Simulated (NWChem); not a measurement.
Molecule: CH$_{7}$NSi$_{2}$; SMILES [SiH2]1N[SiH2]C1

```xyz
11

C      0.0000     0.0000     1.3506
Si     1.3099     0.0000    -0.0367
N      0.0000     0.0000    -1.2169
Si    -1.3099     0.0000    -0.0367
H      0.0000     0.9013     1.9941
H      0.0000    -0.9013     1.9941
H      2.2053    -1.2151    -0.0774
H      2.2053     1.2151    -0.0774
H      0.0000     0.0000    -2.2372
H     -2.2053     1.2151    -0.0774
H     -2.2053    -1.2151    -0.0774
```
Atoms are numbered in this order, from 1.

Results from NWChem. The geometry was optimised at PBE-D3(BJ)/def2-SVP.

Task: Predict the results for Hartree-Fock/def2-SVP. Quantities: highest occupied level (eV); orbital gap (eV); dipole (D).

Result: 
| Item | Value |
|---|---|
| highest occupied level (eV) | -10.49 |
| orbital gap (eV) | 13.95 |
| dipole (D) | 0.37 |
